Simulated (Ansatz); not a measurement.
Ansatz (a quantum-chemistry and plane-wave program) job for C4H12W, SMILES [CH3][W]([CH3])([CH3])[CH3], multiplicity 1, CAM-B3LYP/def2-SVPD. Geometry: PBE0-D3(BJ)/def2-SVP. The spin state was assumed, not searched. The def2 effective core potentials stand for the cores of W; spin–orbit coupling is left out.

Ansatz 0.2 input:
```yaml
crystal:
  periodic: [false, false, false]
  atoms:
    - {symbol: W, position_ang: [-0.00000000, 0.00000000, 0.00000000]}
    - {symbol: C, position_ang: [-1.17016234, -1.17016233, 1.25504011]}
    - {symbol: C, position_ang: [1.17016237, 1.17016238, 1.25504003]}
    - {symbol: C, position_ang: [-1.17016237, 1.17016233, -1.25504008]}
    - {symbol: C, position_ang: [1.17016234, -1.17016238, -1.25504006]}
    - {symbol: H, position_ang: [-0.66485510, -1.93850227, 1.86989424]}
    - {symbol: H, position_ang: [-1.69857712, -1.69857711, 0.42522205]}
    - {symbol: H, position_ang: [-1.93850229, -0.66485508, 1.86989423]}
    - {symbol: H, position_ang: [1.69857712, 1.69857713, 0.42522194]}
    - {symbol: H, position_ang: [1.93850233, 0.66485516, 1.86989415]}
    - {symbol: H, position_ang: [0.66485514, 1.93850234, 1.86989415]}
    - {symbol: H, position_ang: [-1.93850233, 0.66485508, -1.86989418]}
    - {symbol: H, position_ang: [-1.69857713, 1.69857711, -0.42522200]}
    - {symbol: H, position_ang: [-0.66485514, 1.93850227, -1.86989421]}
    - {symbol: H, position_ang: [0.66485510, -1.93850235, -1.86989416]}
    - {symbol: H, position_ang: [1.69857711, -1.69857713, -0.42522198]}
    - {symbol: H, position_ang: [1.93850228, -0.66485516, -1.86989420]}
basis:
  gaussian:
    orbitals: def2-SVPD
hamiltonian:
  xc: {name: CAM-B3LYP}
```

Output:

```
WARN ansatz: RAYON_NUM_THREADS=2 ignored (pool sized by the plan → 2); use --threads N
Functional definition: CAM-B3LYP
integrals: 0.19 GiB planned
1800 factors; their error is unknown
integrals: 0.22 GiB planned
738 factors; integrals over basis functions are off by at most 1.4e-6 eV
mean field: 1.83 GiB planned
mean field evaluation 1: about -6148.7309 eV, gradient 7.0e1 eV
mean field evaluation 2: about -6148.2988 eV, gradient 6.9e1 eV
mean field evaluation 4: about -6159.8357 eV, gradient 2.2e0 eV
mean field evaluation 8: about -6159.8501 eV, gradient 6.1e-2 eV
mean field evaluation 16: about -6159.8342 eV, gradient 2.1e-5 eV
mean field -6159.83424461 eV, -226.3697332039 hartree, gradient 2.1e-5 eV, S^2 0.000000; 0 other end points of the search recorded, 0 dependent functions left out
reference -6159.83442346 eV, -226.3697397765 hartree; 25, 25 occupied and 186, 186 virtual orbitals, 1800 factors
Total energy: -6159.83442346 eV, -226.3697397765 hartree
```

The calculation finished and met its thresholds.

Cost: very roughly 5 core-seconds.
